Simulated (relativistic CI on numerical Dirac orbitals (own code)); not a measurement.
Calculated at this level of theory: Dirac-Coulomb-Breit CI, KLI orbitals optimised for each configuration, model QED, unscaled Slater integrals (own radial code, finite nucleus).

The strongest absorption lines from the ground level of an ion, among the configurations computed and to levels below about 60100 eV (vacuum wavelength in Å, gf): 0.2062 (0.0094), 0.2087 (0.017), 0.2135 (0.034), 0.2139 (0.015), 0.2245 (0.093), 0.2257 (0.043), 0.2629 (0.45), 0.2685 (0.24).

Q: Which ion is it?
A. Os74+
B. Dy64+
C. Ba54+
D. Dy62+

A: B. Dy64+ has 2 electrons and the ground level 1s² ¹S0; the strongest line goes to 1s2p ¹P°1. The pattern of lines fixes the number of electrons, and along that sequence the line energies rise steadily with the charge (about as its square where n changes within one kind of shell, about linearly where n is kept but much faster in heavy ions where fine structure, which grows about as Z⁴, sets the gap, and irregularly where shells cross), which fixes Z. Configurations outside the model, such as inner-shell arrays, can give stronger lines. At this charge energies of transitions that change n are usually good to better than 1 %, and those within a shell (Δn = 0) to a few per cent.

LS names give the leading component of a level, which can be under half, so a name can repeat, a term be missing and a line seem to break the LS rules.
